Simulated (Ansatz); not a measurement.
Compare A (`[CH3][SnH2]/[CH]=C\F`) with its isomer B (`C=[C](F)[SnH2][CH3]`).

Program: Ansatz. Geometries: PBE0-D4/def2-TZVP. ΔE: electronic, gas phase. CCSD(T)/CBS adds triple-zeta CCSD(T) − MP2 to the extrapolated MP2 energy (def2 sets, frozen cores). DFT in def2-TZVPP. B3LYP here is the variant with VWN-RPA as its local correlation; programs differ in this. Elements past krypton have def2 core potentials. For Sn outer-core shells are correlated without core-valence functions, which leaves a few kJ/mol of doubt a bond. Each species was taken in one conformer, which may not be the lowest.

A:

Z-matrix (Å, degrees):
```
C
Sn 1 2.136
H 1 1.090 2 109.2
H 1 1.090 2 110.4 3 120.2
H 1 1.090 2 109.8 3 -119.5
C 2 2.130 1 109.7 3 60.0
H 2 1.710 1 110.7 3 -60.9
H 2 1.712 1 111.0 3 177.8
C 6 1.317 2 122.6 1 -53.0
H 6 1.084 2 121.2 1 126.5
F 9 1.346 6 121.9 2 -0.6
H 9 1.086 6 127.3 2 179.5
```

B:

```xyz
12

C     1.554   -0.459    1.289
C     1.505   -0.379   -0.030
F     2.627   -0.627   -0.743
Sn   -0.224    0.122   -1.202
C    -1.831    0.451    0.166
H     2.470   -0.720    1.810
H     0.665   -0.263    1.874
H     0.124    1.525   -2.112
H    -0.556   -1.175   -2.262
H    -2.014   -0.453    0.747
H    -2.738    0.710   -0.379
H    -1.581    1.268    0.843
```

Task: Which isomer does CCSD(T)/CBS put lower? Give the gap. (An estimate is asked.)

Result: Ansatz gave: A, by 13.5 kJ/mol.

Task: Give E(B) − E(A) in kJ/mol with B2PLYP, r2SCAN-D4, B3LYP-D4, HF/def2-TZVPP, MP2/def2-TZVPP, PBE0-D4, ωB97M-V. (An estimate is asked.)

Result: The calculation gave: B2PLYP 14.0, r2SCAN-D4 13.0, B3LYP-D4 12.2, HF/def2-TZVPP 16.4, MP2/def2-TZVPP 17.6, PBE0-D4 13.9, ωB97M-V 13.7. None reverses the order clearly.

Largest T1 diagnostic: 0.013.
